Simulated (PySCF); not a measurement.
TaCl5, optimised at PBE0/def2-TZVP:

```xyz
6

Ta    -0.0175     0.0086     0.0001
Cl     0.4555     0.9550    -2.0142
Cl    -1.5383    -1.4143    -1.0254
Cl     1.5033     1.4316     1.0256
Cl    -1.6851     0.8593     1.2932
Cl     1.1775    -1.7882     0.7214
```

Method: PySCF energies (xtb for GFN2) plus ideal-gas RRHO corrections (1 bar). All species are closed-shell singlets. Ta: scalar-relativistic def2 core potential, no spin-orbit coupling.

Question: List the harmonic frequencies (cm⁻¹, unscaled) at this level and at the other levels, each on its own geometry.

Answer: 
- PBE0/def2-TZVP: 61, 61, 139, 139, 165, 184, 184, 335, 372, 408, 408, 409
- GFN2-xTB: 60, 60, 103, 103, 135, 161, 161, 221, 274, 287, 308, 308
- PBE/def2-SVP: 61, 61, 131, 131, 162, 176, 176, 330, 364, 386, 394, 394
